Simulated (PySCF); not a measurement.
**[W(OH)6] (charge 0, multiplicity 1)**

All values below come from TPSSh-D3(BJ)/def2-TZVP // PBE-D3(BJ)/def2-SVP in PySCF.

```
Quantity                                                Result
-------------------------------------  -----------------------
HOMO                                                  -7.89 eV
dipole moment                                           1.86 D
HOMO–LUMO gap                                          4.71 eV
LUMO                                                  -3.18 eV
charge on the central atom (Mulliken)                   1.49 e
total energy                                      -522.4770 Ha
cost                                   roughly 19 core-minutes
```

```xyz
13

W      0.1005     0.0279     0.1303
O     -0.5627    -1.8192     0.2103
H     -0.7261    -2.1973    -0.6755
O      1.0334     1.7127     0.4811
H      0.4682     2.4671     0.7345
O      1.9228    -0.5219    -0.1233
H      2.5763     0.2056    -0.1288
O     -0.2292    -0.2000     1.9975
H     -0.6885    -1.0223     2.2626
O     -0.0788    -0.1885    -1.8152
H      0.7195    -0.5878    -2.2120
O     -1.4841     1.0661    -0.1551
H     -1.6465     1.3959    -1.0601
```
